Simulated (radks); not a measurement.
The numbers below are computed, except where a source is named.
Initial-state core-level shifts of neutral tin when its valence configuration changes from [Kr] 4d10 5s2 5p2. Code: a radial shooting solver on a logarithmic mesh with Libxc functionals. Model: scalar-relativistic Kohn-Sham, PBE, spin-polarised, spherical densities, point nucleus; open shells are filled with parallel spins first (spin-orbit coupling, left out, can overturn this in heavy ions). Shifts are changes of the shell-averaged eigenvalues in eV (positive: less bound).

valence                1s       2p       3s       3p
4d8 5s2 5p4       -15.664  -16.491  -15.910  -15.911
4d9.5 5s2 5p2.5    -3.751   -3.936   -3.820   -3.821
4d10 5s1 5p3       -1.137   -1.109   -1.140   -1.139
4d10 5p4           -3.047   -2.976   -3.021   -3.020
4d9 5s2 5p3        -7.543   -7.929   -7.680   -7.680
4d9 5p5           -10.655  -10.977  -10.768  -10.767
4d10 5s1.5 5p2.5   -0.603   -0.588   -0.602   -0.602
